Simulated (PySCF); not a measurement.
C₃H₂F₄, SMILES FC(F)(/C=C/F)F.

The structure is a stationary point at ωB97X-D3(BJ)/def2-SVP.

Level of theory: ωB97X/def2-TZVP (PySCF).

Symmetry labels are those of the subgroup Cs that the program uses (full group Cs).

Computed valence orbital energies around the gap with their symmetry:
```
orbital  symmetry  energy (eV)
-------  --------  -----------
HOMO−7         A"       -16.15
HOMO−6         A'       -16.03
HOMO−5         A"       -15.07
HOMO−4         A'       -14.96
HOMO−3         A"       -14.46
HOMO−2         A'       -14.08
HOMO−1         A'       -13.76
HOMO           A"       -10.95
LUMO           A"         1.57
LUMO+1         A'         3.88
LUMO+2         A'         4.37
LUMO+3         A'         4.80
```
